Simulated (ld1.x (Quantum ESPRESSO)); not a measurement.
**u(r) = r·R(r): atom against pseudo-atom (Pd)**

Columns: radius, all-electron u(r) and pseudo u(r) of the 5s shell (level -20.17 eV) of palladium in the configuration [Kr] 4d8 5s0 5p0; PBEsol, scalar-relativistic, TM scheme, ld1.x (Quantum ESPRESSO) 7.5.

| r (bohr) | all-electron | pseudo |
| --- | --- | --- |
| 0.120 | -0.1159 | 0.0153 |
| 0.240 | 0.1998 | 0.0314 |
| 0.360 | 0.1531 | 0.0491 |
| 0.480 | -0.0880 | 0.0695 |
| 0.600 | -0.2822 | 0.0934 |
| 0.720 | -0.3547 | 0.1220 |
| 0.840 | -0.3179 | 0.1564 |
| 0.960 | -0.2099 | 0.1976 |
| 1.080 | -0.0668 | 0.2465 |
| 1.200 | 0.0853 | 0.3029 |
| 1.320 | 0.2301 | 0.3661 |
| 1.440 | 0.3587 | 0.4337 |
| 1.560 | 0.4670 | 0.5024 |
| 1.680 | 0.5540 | 0.5675 |
| 1.800 | 0.6205 | 0.6241 |
| 1.920 | 0.6680 | 0.6686 |
| 2.040 | 0.6988 | 0.6989 |
| 2.160 | 0.7152 | 0.7152 |
| 2.280 | 0.7193 | 0.7193 |
| 2.400 | 0.7133 | 0.7133 |
| 2.520 | 0.6993 | 0.6993 |
| 2.640 | 0.6790 | 0.6790 |
| 2.760 | 0.6539 | 0.6539 |
| 2.880 | 0.6253 | 0.6253 |
| 3.000 | 0.5944 | 0.5944 |
| 3.120 | 0.5619 | 0.5619 |

(1) How many radial nodes do the two functions have?

(2) At about which radius was the pseudo-wave matched?

(3) Is the pseudo-wave norm-conserving?

Results:

(1) The all-electron 5s function has n − l − 1 = 4 (the table is too coarse to show those close to the nucleus); the pseudo-wave has 0, since the states of the same l below it are removed with the core.

(2) 2.15 bohr, where the columns begin to agree (steps of 0.12 bohr).

(3) Yes: the TM scheme keeps the norm inside the radius equal to the all-electron one, which fixes the energy derivative of the logarithmic derivative at the level.
